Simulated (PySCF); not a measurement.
## What went wrong, or what changed?

The sound run of [Tb4O4]4+ (singlet in the valence; each metal's 4f electrons, 8 of them, lie in its core potential, out of spins and levels) uses PySCF 2.14.0, RKS BP86, Tb lcecp-1-SVP with ECP54, O def2-SVP; non-relativistic Hamiltonian with scalar-relativistic core potentials where named; density fitting; no spin-orbit coupling, grid (50, 194), threshold 1e-8 and 55 cycles at the relaxed geometry. This run differs:

```python
mol = gto.M(atom='''
Tb     1.21259     1.21259     1.21259
Tb     1.21259    -1.21259    -1.21259
Tb    -1.21259     1.21259    -1.21259
Tb    -1.21259    -1.21259     1.21259
O      0.96466     0.96466    -0.96466
O      0.96466    -0.96466     0.96466
O     -0.96466     0.96466     0.96466
O     -0.96466    -0.96466    -0.96466''',
    basis={'Tb': 'lcecp-1-SVP', 'O': 'def2-SVP'},
    ecp={'Tb': 'lcecp-1-SVP'},
    charge=4, spin=0)
mf = dft.RKS(mol, xc='B88,P86')
mf.grids.atom_grid = (50, 194)  # f atoms: unpruned, at least (60, 302)
mf = mf.density_fit()  # fitting sets: Tb AutoAux, O def2-universal-JKFIT
mf.conv_tol = 1e-08; mf.max_cycle = 99
mf.kernel(mf.get_init_guess(key='1e'))
mf.nuc_grad_method().kernel()
```

Task: What was changed, and how did it end?

Result: The start was changed to the bare core Hamiltonian. It converged in 12 cycles, 0.000 eV from the sound run, largest force component 0.00 eV/Å. The cycle limit differs too. No harm here: the result survives it.
```
init E= -358.910089349438
cycle= 1 E= -331.68623649788  delta_E= 27.2  |g|= 12.7  |ddm|= 33.2
cycle= 2 E= -350.877618653851  delta_E= -19.2  |g|= 14.9  |ddm|= 35.6
cycle= 3 E= -433.246110383702  delta_E= -82.4  |g|= 7.42  |ddm|= 26.4
cycle= 4 E= -443.26639085356  delta_E=  -10  |g|= 3.31  |ddm|= 5.64
cycle= 5 E= -445.624102930388  delta_E= -2.36  |g|= 1.03  |ddm|= 3.58
...
cycle= 10 E= -445.858078119468  delta_E= -3.47e-06  |g|= 0.000935  |ddm|= 0.00666
cycle= 11 E= -445.858078306212  delta_E= -1.87e-07  |g|= 9.12e-05  |ddm|= 0.000862
cycle= 12 E= -445.858078307922  delta_E= -1.71e-09  |g|= 1.56e-05  |ddm|= 9.83e-05
Extra cycle  E= -445.858078307869  delta_E= 5.34e-11  |g|= 2.26e-05  |ddm|= 4.1e-05
converged SCF energy = -445.858078307869
```

Run from Python with OMP_NUM_THREADS=4; the lines above give its settings.
It took 18 s on 4 threads of AMD EPYC 9R45 96-Core Processor (Zen 5) (shared host).

An lcecp potential fixes the number of 4f electrons, so in runs with it no electron can move into or out of that shell.
